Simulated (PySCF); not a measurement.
How the method changes the constants of KS

State: ²Π (doublet), unpaired electrons π ↑. Set-up: K 6-31G(d,p), S 6-31G(d,p); no relativity (PySCF 2.14). De refers to K + S in their high-spin ground configurations, without counterpoise correction. The functionals are run spin-unrestricted. A positive dipole means K(−)S(+).

```tsv
Level	Re (Å)	ωe (cm⁻¹)	De (eV)	μ (D)	CPU s a point (SCF and correlation, without the integrals)
UHF	2.900	243	1.55	-11.45	0.16
UHF-MP2	2.869	243	2.06	n/a	0.29
UHF-SCS-MP2	2.875	242	2.06	n/a	n/a
UHF-CCSD	2.876	241	2.03	n/a	n/a
UHF-CCSD(T)	2.878	240	2.06	n/a	6.7
PBE	2.812	246	2.70	-9.50	0.83
revPBE	2.838	238	2.60	-9.63	0.59
r²SCAN	2.823	250	2.77	-10.32	1.1
PBE0	2.810	252	2.63	-10.20	1.6
r²SCAN0	2.821	253	2.67	-10.59	1.2
M06-2X	2.819	258	2.77	-10.47	1.2
```

Problem. Which functional lies closest to UHF-CCSD(T) in De, which farthest, and by how much do they differ from it?

Solution. Closest is revPBE (-4.0 pm in Re, -0.8 % in ωe, +0.54 eV in De against UHF-CCSD(T) in the same basis), farthest r²SCAN (-5.5 pm in Re, +4.2 % in ωe, +0.71 eV in De). CCSD(T) converges more slowly with the basis than the functionals do and binds too weakly in this one, so the order can change at the basis-set limit.

Problem. What does the step from GGA to meta-GGA do here, going from PBE to r²SCAN?

Solution. r²SCAN less PBE: +1.1 pm in Re, +1.6 % in ωe, +0.07 eV in De. 

Problem. What does all correlation do here, going from UHF to UHF-CCSD(T)?

Solution. UHF-CCSD(T) less UHF: -2.2 pm in Re, -1.2 % in ωe, +0.51 eV in De. Correlation nearly always deepens the well. The bond shortens, as in weak, metallic or heavy-atom bonds, where dispersion and the correlation of outer-core electrons pull the atoms together.

Correlated steps freeze 10 core orbitals. Correlated levels converge slowly with the basis: in double zeta they bind strong bonds too weakly, by up to about 1 eV, and carry superposition errors of some tenths. The state was picked by a PBE0 search and need not be the measured ground state.

The whole job (state search and all levels along the bond) took about 2.9 min on 1 thread of Arm Neoverse N1 (shared host), peak memory 0.54 GiB.
